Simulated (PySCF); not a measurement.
Two species compared at the same levels of theory.

First species: C5H14SSi.
SMILES: `CCCCCS[SiH3]`

Second species: C8H9F.
InChI=1S/C8H9F/c1-2-6-3-4-7-5-8(6,7)9/h2-4,6-7H,1,5H2/t6-,7-,8+/m1/s1

Levels: B3LYP/def2-SVPD for HOMO energy, LUMO energy, HOMO–LUMO gap and static isotropic polarisability; TDDFT B3LYP/def2-SVPD for lowest singlet excitation. Geometries: PBE0-D3(BJ)/def2-SVP. Each species is one conformer at its optimised geometry, gas phase, non-relativistic unless stated. Electronic properties by PySCF.

The conformers computed, where there is a choice (atom-mapped SMILES and torsion angles):
- `[CH3:1][CH2:2][CH2:3][CH2:4][CH2:5][S:6][SiH3:7]`: C1–C2–C3–C4 177°, C2–C3–C4–C5 66°, C3–C4–C5–S6 -178°, C4–C5–S6–Si7 -70°

The conformers of `C=C[C@@H]1C=C[C@@H]2C[C@]12F` aren't listed.

| property | column X | column Y |
| --- | --- | --- |
| HOMO energy | -6.66 eV | -6.78 eV |
| LUMO energy | -0.12 eV | -0.52 eV |
| HOMO–LUMO gap | 6.54 eV | 6.26 eV |
| lowest singlet excitation | 5.42 eV | 5.66 eV |
| static isotropic polarisability | 114.2 au | 91.0 au |

Task: Which column belongs to which species?

Result: Column X is the first species and column Y the second. The first has 21 atoms and 74 electrons, the second 18 and 66.

Task: How does each property change from the first species to the second?

Result: HOMO energy -0.12 eV; LUMO energy -0.40 eV; HOMO–LUMO gap -0.28 eV; lowest singlet excitation +0.24 eV; static isotropic polarisability -23.2 au.

On the first: The polarisability is 16.92 Å³ as a volume (1 au = 0.148185 Å³), or 1.54 au for each of the 74 electrons. S1 lies 1.12 eV below the HOMO–LUMO gap; its leading configuration is HOMO→LUMO, weight 0.94.

On the second: No computed singlet falls in the visible range (750 to 380 nm, 1.65 to 3.26 eV); S1 lies 2.40 eV above its blue end. S1 lies 0.60 eV below the HOMO–LUMO gap; its leading configuration is HOMO→LUMO, weight 0.91.
